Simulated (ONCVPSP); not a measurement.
## Which change was made? (Er, ONCV)

- Element: Er
- Generator: ONCVPSP 4.0.1
- Type: optimised norm-conserving Vanderbilt (ONCV)
- Functional: LDA (Perdew-Wang 92)
- Relativity: fully relativistic
- Frozen core: [Kr] 4d10 4f11
- Valence charge: 11
- Reference configuration: 5s2 5p6 5d1 6s1.5 6p0.5
- Partial waves: 5s+6s: rc 1.85 bohr, ncon 5, nbas 8, qcut 4.9 1/bohr, 2 projectors; 5p+6p: rc 2.00 bohr, ncon 4, nbas 7, qcut 6.7 1/bohr, 3 projectors, debl 2.8 Ha; 5d: rc 3.30 bohr, ncon 4, nbas 9, qcut 5.1 1/bohr, 2 projectors, debl 3 Ha
- Local potential: polynomial inside 1.40 bohr (lpopt 5, dvloc0 0 Ha)
- Core correction: none

Open shells are filled in proportion to 2j + 1.

Cutoffs, loose and tight: the cutoffs (Ha) at which the residual kinetic energy of the hardest occupied pseudo-wave falls to 1 and 0.1 mHa per electron. They do not see the model core or the augmentation charge, which bear on the density cutoff. Test errors are all-electron minus pseudo excitation energies from the reference, over the configurations 5s2 5p6 5d1 6s2 6p0; 5s2 5p6 5d1 6s1 6p0; 5s2 5p6 5d1 6s0 6p0; 5s2 5p6 5d1 6s1 6p1; variants that change the core or the reference have their own tests.

The base gives: outcome: generated; cutoff, loose: 37 Ha; cutoff, tight: 48 Ha; bound ghosts: none; GHOST(+) flags above zero: s; largest test error (meV): +12.

(1) After one change the result is: outcome: generated; cutoff, loose: 10.0 Ha; cutoff, tight: 12 Ha; bound ghosts: none; GHOST(+) flags above zero: none; largest test error (meV): +0.6. Which change was it?
A. scalar-relativistic
B. all radii scaled by about 1.32 (s 2.44, p 2.64, d 4.36 bohr); local potential polynomial inside 1.86 bohr (lpopt 5, dvloc0 0 Ha)
C. s: qcut 6.8; p: qcut 9.4; d: qcut 7.1

## Answers

(1) B. The others give: scalar-relativistic → outcome: generated; cutoff, loose: 37 Ha; cutoff, tight: 48 Ha; bound ghosts: none; GHOST(+) flags above zero: s; largest test error (meV): +6.3 | s: qcut 6.8; p: qcut 9.4; d: qcut 7.1 → outcome: failed: ERROR pspot: first pseudo wave function has node, program will stop.
